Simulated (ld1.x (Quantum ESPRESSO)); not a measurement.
**Varying the TM potential for Bi (Z = 83)**

Base potential:

```json
{
 "Element": "bismuth",
 "Generator": "ld1.x (Quantum ESPRESSO) 7.5",
 "Type": "norm-conserving Troullier–Martins (Kleinman–Bylander form)",
 "Functional": "LDA (PZ)",
 "Relativity": "fully relativistic",
 "Frozen core": "[Xe] 4f14",
 "Valence charge": "15",
 "Reference configuration": "5d10 6s2 6p3",
 "Partial waves": "6s (bound): rc 2.05 bohr; 5d (bound): rc 1.60 bohr; 6p (bound): rc 1.75 bohr",
 "Local potential": "the p channel",
 "Core correction": "Bessel-smoothed model core inside 1.60 bohr"
}
```

Open shells are filled in proportion to 2j + 1 (rel_dist='average').

All-electron outer shells of the reference configuration (LDA (PZ), scalar-relativistic, ld1.x):

| shell | level (eV) | outermost node (bohr) | outermost maximum (bohr) |
| --- | --- | --- | --- |
| 4f | -152.95 | – | 0.34 |
| 5p | -95.96 | 0.48 | 0.86 |
| 5d | -27.18 | 0.51 | 1.03 |
| 6s | -14.76 | 0.98 | 1.86 |
| 6p | -4.77 | 1.14 | 2.44 |

Cutoffs, loose and tight: the cutoffs (Ry, on a coarse ladder) from which the occupation-weighted sum of valence levels, in a spherical-Bessel basis at the reference potential, stays within 10 and 1 mRy of its value at 400 Ry. They do not see the model core or the augmentation charge, which bear on the density cutoff. Test errors are all-electron minus pseudo excitation energies from the reference, over the configurations 5d10 6s2 6p2; 5d10 6s2 6p1; 5d10 6s2 6p0; 5d10 6s1 6p3; 5d10 6s0 6p5; 5d10 6s1 6p0; 5d9 6s2 6p4. A dash means not determined; rows that change the core or the reference have their own tests.

A true bound ghost makes a file unfit for plane-wave use even where its test errors are small: the radial tests pick states by their node count and pass the ghost by.

```csv
change,outcome,"cutoff, loose","cutoff, tight",bound ghosts,largest test error (meV)
base,"generated, misses its reference levels by 1.65 eV",60 Ry,110 Ry,s,+2304
wave 6s (bound): rc 2.05 bohr becomes 6s (bound): rc 1.32 bohr,"generated, misses its reference levels by 1.65 eV",140 Ry,230 Ry,s,+2288
wave 6s (bound): rc 2.05 bohr becomes 6s (bound): rc 1.56 bohr,"generated, misses its reference levels by 1.65 eV",60 Ry,140 Ry,s,+2302
wave 6s (bound): rc 2.05 bohr becomes 6s (bound): rc 1.88 bohr,"generated, misses its reference levels by 1.65 eV",60 Ry,100 Ry,s,+2304
wave 6s (bound): rc 2.05 bohr becomes 6s (bound): rc 2.04 bohr,"generated, misses its reference levels by 1.65 eV",60 Ry,110 Ry,s,+2304
wave 6s (bound): rc 2.05 bohr becomes 6s (bound): rc 2.38 bohr,"generated, misses its reference levels by 1.65 eV",60 Ry,110 Ry,s,+2301
wave 6s (bound): rc 2.05 bohr becomes 6s (bound): rc 2.50 bohr,"generated, misses its reference levels by 1.65 eV",60 Ry,110 Ry,s,+2296
wave 6s (bound): rc 2.05 bohr becomes 6s (bound): rc 2.80 bohr,"generated, misses its reference levels by 1.65 eV",60 Ry,100 Ry,s,+2274
wave 6s (bound): rc 2.05 bohr becomes 6s (bound): rc 3.08 bohr,"generated, misses its reference levels by 1.65 eV",60 Ry,110 Ry,s,+2241
```

Reading the sweep of the s radius (base included, trends over the rows without a ghost): Bound ghosts are found at 1.32, 1.56, 1.88, 2.04, 2.05, 2.38, 2.5, 2.8, 3.08 bohr. Every judged row has one, so this setting neither creates nor removes them.
